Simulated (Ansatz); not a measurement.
A search over several starts for the lowest SCF solution of the cluster SnF2⁻ at the given spin, in a small basis.

```yaml
crystal:
  periodic: [false, false, false]
  atoms:
    - {symbol: Sn, position_ang: [0.273435, -0.217214, -0.846877]}
    - {symbol: F, position_ang: [-1.046980, -1.095259, 0.438314]}
    - {symbol: F, position_ang: [0.773545, 1.312473, 0.408563]}
basis:
  gaussian: {orbitals: def2-SVP, initial_orbitals: start.molden}
total_charge: -1
magnetization: {spin_polarized: true, initial_magnetization: 1}
hamiltonian: {xc: pbe0, dispersion: d4}
output: {orbitals: {seedname: orbitals}}
```

The file start.molden holds the orbitals of an earlier run on this structure, at another level or in another basis.

```sh
$ ansatz run in.yaml --threads 4 --pin off --events-out ev --progress --plain --max-ram 3916MiB
```

Shortened log:

```
Functional definition: PBE0
594 factors; integrals over basis functions are off by at most 2.2e-4 eV
mean field evaluation 1: about -11257.6954 eV, gradient 2.8e1 eV
mean field evaluation 2: about -11258.2429 eV, gradient 7.6e-1 eV
mean field evaluation 4: about -11258.3062 eV, gradient 6.7e-3 eV
mean field evaluation 8: about -11257.6851 eV, gradient 1.2e1 eV
mean field evaluation 16: about -11258.3062 eV, gradient 2.9e-2 eV
mean field -11258.30619360 eV, -413.7351214608 hartree, gradient 3.8e-5 eV, S^2 0.753257; 1 other end points of the search recorded, 0 dependent functions left out
reference -11258.30621768 eV, -413.7351223458 hartree; 21, 20 occupied and 33, 34 virtual orbitals, 594 factors
Total energy: -11258.34807828 eV, -413.7366606945 hartree
```

Run time 0.86 s (4 threads of Arm Neoverse V2 on a shared host).

In the def2 sets Sn takes a core potential; there is no spin–orbit coupling. The highest occupied level of the charge -1 doublet lies above zero (up to 1.36 eV). By energy differences its removal costs 1.18 eV (vertical, to the charge 0 singlet, at CCSD(T)/def2-TZVPPD). The structure comes from a short search, and lower isomers may exist.
